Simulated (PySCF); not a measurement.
**Al: excitation energy**

Al [Ne] 3s2 3p1 (2P) → Al [Ne] 3s2 3d1 (2D), as a difference of total energies. All numbers are calculated (PySCF 2.14, scalar relativity by spin-free X2C-1e, in aug-cc-pVDZ-DK). Correlated levels: valence: [Ne] frozen. The calculations carry no spin-orbit coupling.

Problem. Order these methods by the excitation energy they give, lowest first.
A. r2SCAN
B. PBE0
C. B3LYP
D. UHF

Solution. C (4.554 eV), B (4.635 eV), A (4.728 eV), D (4.958 eV).

Errors of the correlated levels include the incompleteness of this basis and the frozen core.

The promoted electron is Rydberg-like, and one or two diffuse shells describe it only roughly, which tends to raise the upper state.

In the upper state the promoted electron has a positive orbital energy at LDA, PBE, r2SCAN, M06, M06-L, TPSSh, so the basis confines it.

For comparison: 4.012 eV (measured; NIST levels, between the centres of gravity of the two terms).
